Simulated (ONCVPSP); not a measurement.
What one change does to a pseudopotential (Co (Z = 27), ONCV)

Co, optimised norm-conserving Vanderbilt (ONCV), made with ONCVPSP 4.0.1 (PBE, scalar-relativistic). Core [Ne], reference 3s2 3p6 3d7 4s1.5 (charge +0.5). Waves: 3s+4s: rc 1.50 bohr, ncon 4, nbas 9, qcut 9.5 1/bohr, 2 projectors; 3p: rc 1.00 bohr, ncon 4, nbas 8, qcut 14 1/bohr, 1 projector; 3d: rc 1.30 bohr, ncon 5, nbas 9, qcut 14 1/bohr, 2 projectors, debl 3.5 Ha. Local part: polynomial inside 0.70 bohr (lpopt 5, dvloc0 0 Ha). Core correction: Teter function fitted to the true core (icmod 2), fcfact 0.65.

Change: d: qcut 16.2.

Cutoffs: the cutoffs (Ha) at which the residual kinetic energy of the hardest occupied pseudo-wave falls to 1 and 0.1 mHa per electron; they do not see the model core or the augmentation charge, which bear on the density cutoff. Errors are all-electron minus pseudo energies relative to the spin-unpolarised reference configuration.

Task: What does the change do?

Result: The potential gets harder (71 Ha and 80 Ha → 77 Ha and 89 Ha); of the 4 tests that both files solve, the error grows in 0 and shrinks in 1 by more than 15 % and 0.3 meV (median size 0.6 → 0.7 meV); neither file shows a bound ghost. The waves are optimised to have the least kinetic energy above qcut, so the cutoff follows it (qcut²/2 in Ha).

```tsv
quantity	base	changed
cutoff, loose	71 Ha	77 Ha
cutoff, tight	80 Ha	89 Ha
loose cutoff by channel	s 21 Ha, p 37 Ha, d 71 Ha	s 21 Ha, p 37 Ha, d 77 Ha
bound ghosts	none	none
GHOST(+) flags under 300 eV	s at 263.3 eV	s at 263.3 eV
error for 3s2 3p6 3d7 4s2, meV [ΔE -3.60 eV]	+0.4	+0.4
error for 3s2 3p6 3d7 4s1, meV [ΔE 5.43 eV]	-0.4	-0.4
error for 3s2 3p6 3d7 4s0, meV [ΔE 22.21 eV]	-0.9	-0.9
error for 3s2 3p5 3d7 4s2, meV [ΔE 69.92 eV]	-20	-14
s: phases at 1.52 bohr within 0.05 rad from the reference energy up to (Ha; the scan ends near 5)	to the end of the scan	to the end of the scan
p: phases at 1.01 bohr within 0.05 rad from the reference energy up to (Ha; the scan ends near 5)	4.4	4.4
d: phases at 1.32 bohr within 0.05 rad from the reference energy up to (Ha; the scan ends near 5)	to the end of the scan	to the end of the scan
rms error of d²Exc/dni dnj with the model core, mHa	1.73	1.73
```
